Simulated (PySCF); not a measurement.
C10H10.
Numbering: `[CH3:1][C:2]#[C:3][C@@H:4]1[CH2:5][C:6]12[CH:7]=[CH:8][CH:9]=[CH:10]2`

Geometry (PBE0-D3(BJ)/def2-SVP, Å), atoms numbered from 1 in this order:
```
atom  x, y, z in Å
C1     3.7362    0.9264   -0.6874
C2     2.4918    0.4629   -0.0968
C3     1.4492    0.0832    0.3936
C4     0.2194   -0.3709    0.9822
C5    -0.4101   -1.6550    0.5660
C6    -1.0851   -0.3638    0.1527
C7    -2.3560    0.0891    0.7526
C8    -3.0572    0.7503   -0.1974
C9    -2.2848    0.7649   -1.4391
C10   -1.1161    0.1113   -1.2439
H11    4.5069    0.1396   -0.6741
H12    3.5873    1.2324   -1.7350
H13    4.1343    1.7956   -0.1407
H14    0.0734   -0.0751    2.0262
H15   -0.9126   -2.2533    1.3289
H16    0.0821   -2.2239   -0.2253
H17   -2.6503   -0.1010    1.7854
H18   -4.0402    1.2058   -0.0692
H19   -2.6085    1.2369   -2.3679
H20   -0.3084   -0.0424   -1.9586
```

Definitions: NICS(0) = −σiso at the ring centroid; NICS(1) = −σiso and NICS(1)zz = −σzz at ±1 Å along the ring normal z. Level: GIAO PBE0/pcSseg-1 (PySCF, non-relativistic, gas phase) on the PBE0-D3(BJ)/def2-SVP geometry, one conformer.

Ring bond lengths (Å), with Mayer bond orders in brackets: C4–C5 1.489 (0.93), C5–C6 1.514 (0.85), C6–C4 1.546 (0.81); C6–C7 1.477 (1.05), C7–C8 1.353 (1.75), C8–C9 1.462 (1.12), C9–C10 1.353 (1.75), C10–C6 1.476 (1.06).

Question: Give the NICS values of each ring in ppm.

Answer: 
```tsv
ring	type	NICS(0)	NICS(1), two faces	NICS(1)zz, two faces	rms pucker (Å)	centre to ring atoms, mean (Å)
C4–C5–C6	3-membered carbocycle; formal bonds all single	-41.2	-7.2 / -6.5	-21.7 / -19.1	0.00	0.88
C6–C7–C8–C9–C10	5-membered carbocycle; formal bonds 2 double, 3 single	-3.0	-5.2 / -5.2	-10.7 / -10.6	0.00	1.21
```

Question: What can be read from them?

Answer: 
- C4–C5–C6: mean NICS(1)zz -20.4 ppm, shielded. C4, C5, C6 have four or more neighbours, and the NICS criterion for π rings isn't applied. NICS(0) lies 34 ppm below the mean NICS(1).
- C6–C7–C8–C9–C10: mean NICS(1)zz -10.7 ppm, shielded. C6 has four or more neighbours, and the NICS criterion for π rings isn't applied.

Question: List the ring angles and the Hirshfeld charges of the ring atoms.

Answer: 
- C4–C5–C6: C4 59.8° (-0.017 e), C5 61.9° (-0.067 e), C6 58.2° (+0.005 e); sum 180.0° against 180° for a flat convex ring.
- C6–C7–C8–C9–C10: C6 105.5° (+0.005 e), C7 108.1° (-0.063 e), C8 109.1° (-0.064 e), C9 109.2° (-0.065 e), C10 108.1° (-0.060 e); sum 540.0° against 540° for a flat convex ring.

Question: How do the values depend on the level or the medium?

Answer: 
| level | NICS(0), C4–C5–C6 | mean NICS(1)zz, C4–C5–C6 | NICS(0), C6–C7–C8–C9–C10 | mean NICS(1)zz, C6–C7–C8–C9–C10 |
| --- | --- | --- | --- | --- |
| PBE0/pcSseg-1, gas | -41.2 | -20.4 | -3.0 | -10.7 |
| wB97X-D/pcSseg-1, gas | -41.2 | -20.5 | -2.7 | -10.4 |
| PBE0/pcSseg-1, IEF-PCM benzene | -41.4 | -20.4 | -3.0 | -10.9 |
| PBE0/pcSseg-1, IEF-PCM chloroform | -41.5 | -20.5 | -2.9 | -11.1 |

The geometry is the same throughout; the continuum's cavity takes Bondi-type radii × 1.2.
